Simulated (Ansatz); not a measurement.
Molecule: SnH₃, net charge -1, singlet state. Whether it binds its extra electron was not tested at this geometry. 
Geometry from a B3LYP-D3(BJ)/def2-TZVP (Ansatz, a program for electronic structure) optimisation:
```
Sn
H 1 1.8076
H 1 1.8076 2 92.58
H 1 1.8076 2 92.58 3 92.70
```
Charge -1, spin multiplicity 1.

Parts of the frozen-core correlation energy in def2-SVP (Ansatz, hartree). Frozen orbitals: 9; correlated occupied orbitals by spin: 4 and 4; virtual: 28 and 28. No spin-orbit coupling. In def2 rows, elements after Kr have scalar-relativistic effective core potentials.

| term | value |
|---|---|
| reference (HF) | -215.06303 |
| MP2 opposite-spin | -0.09002 |
| MP2 same-spin | -0.01194 |
| CCSD correlation | -0.12997 |
| (T) | -0.00263 |
| CCSDT minus CCSD(T) | -0.00060 |
| CCSDT(Q) minus CCSD(T) | -0.00069 |
| T1 diagnostic | 0.014 |
| largest doubles amplitude | 0.058 |
